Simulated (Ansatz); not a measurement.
Relaxing a trial structure of C2HGeSi

The starting geometry of this gas-phase doublet was optimised with GFN2-xTB.

```yaml
atoms:
  - { symbol: C, position_ang: [-0.6839, 1.2050, 0.8322] }
  - { symbol: C, position_ang: [0.0933, 0.2153, 1.3976] }
  - { symbol: Ge, position_ang: [-0.5832, 1.2340, 2.8289] }
  - { symbol: Si, position_ang: [-1.2427, 1.8202, -0.7521] }
  - { symbol: H, position_ang: [0.6529, -0.5715, 0.9122] }
```

Problem. Predict what becomes of its bonds when it is optimised with B3LYP-D3(BJ)/def2-SVP.

Solution. A new bond forms, giving a structure given below by its coordinates. Contacts that close: Ge3–Si4 (3.69 → 2.58 Å).

The energy falls by 0.49 eV over 17 steps:

```csv
step,E − E(last) (eV)
1,0.488
3,0.289
5,0.101
6,0.023
8,0.008
10,0.006
12,0.002
13,0.000
15,0.000
17,0.000
```

Final geometry (Å):

```xyz
5

C    -0.4407    0.8432    0.3701
C     0.1794    0.0883    1.2516
Ge   -0.8241    1.5116    2.3063
Si   -1.5107    2.2336   -0.0689
H     0.8325   -0.7736    1.3598
```

The end wasn't checked by frequencies. Open shells are spin-unrestricted. Run with Ansatz 0.2.0, 57 s on 1 thread of Intel(R) Xeon(R) 6975P-C (Granite Rapids), with other jobs on the host.
